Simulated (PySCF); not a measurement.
Vertical excitations of a molecule C₃H₁₀Si from TDA-PBE/def2-SVPD (PySCF), as energy in eV (oscillator strength): 7.26 (0.036), 7.26 (0.036), 7.32 (0.000), 7.84 (0.000), 7.89 (0.012), 7.89 (0.012), 8.00 (0.091), 8.00 (0.091), 8.01 (0.018), 8.38 (0.017). Lowest triplet (TDA): 7.13 eV. The structure is a stationary point at PBE0-D3(BJ)/def2-SVP. The values are those of a single conformer.

### Question
Which structure fits?
A) C[SiH](C)C
B) CC[SiH2]C
C) CCC[SiH3]
D) CC(C)[SiH3]

### Answer
A, C[SiH](C)C
